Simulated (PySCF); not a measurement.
C₂H₈BN₃, SMILES C1NB(NC1)N.

Geometry optimised at B3LYP-D3(BJ)/def2-SVP. The structure was generated by enumeration, and PubChem lists no compound with its InChIKey, so it may never have been made. Other conformers were not sampled.

Computed with CAM-B3LYP/def2-TZVP in PySCF.

The molecule is in vacuum.

Computed frontier levels, gap, dipole moment and polarisability:
* **highest occupied level**: -7.42 eV
* **lowest empty level**: 1.67 eV
* **orbital gap**: 9.08 eV
* **dipole moment**: 0.60 D
* **quadrupole, principal values (traceless, Buckingham form, about the centre of nuclear charge)**: -9.65, 4.58, 5.07 D·Å
* **mean static polarisability**: 57.9 bohr³ (8.58 Å³)
* **polarisability, principal values**: 47.1, 57.6, 68.9 bohr³
